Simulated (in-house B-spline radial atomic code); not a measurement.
Values are calculated unless marked as measured or tabulated.
# C6 from the polarisability at imaginary frequency: Rb II (Rb+)

LDA exchange-only linear response of the closed shell [Ar] 3d10 4s2 4p6, from an all-electron radial atomic-structure program (B-spline basis); scalar-relativistic (spin-free one-electron X2C), finite nucleus, no spin-orbit coupling; shells from n = 2 respond.

The dispersion coefficient of two like species is C6 = (3/π) ∫ α(iu)² du from 0 to ∞.

```tsv
u (hartree)	α(iu) (bohr³)
0	9.784
0.0849	9.667
0.198	9.186
0.339	8.245
0.566	6.535
0.849	4.751
1.27	3.046
1.98	1.66
2.83	0.9718
4.24	0.5261
7.07	0.2465
14.1	0.08766
```

Question: Fit one oscillator, α(iu) = α(0)/(1 + u²/ω²), through u = 0.849 and estimate C6.

Answer: From α(0)/α(iu) − 1 = 9.784/4.751 − 1 = 1.0594, ω = u/√1.0594 = 0.8249 hartree (22.4 eV). London's formula gives C6 = (3/4) α(0)² ω = 0.75 × 9.784² × 0.8249 = 59.22 hartree·bohr⁶, and the oscillator holds f = α(0) ω² = 6.66 electrons, of a sum of oscillator strengths of 34.6.

Question: How does that compare with the full integral?

Answer: The program's quadrature over all excitations gives C6 = 60.15, so the single oscillator is off by -1.5 %. At the last point the fit gives α = 0.0334 against 0.0877: higher excitations, and deeper shells where there are any, keep the true curve higher at large u.
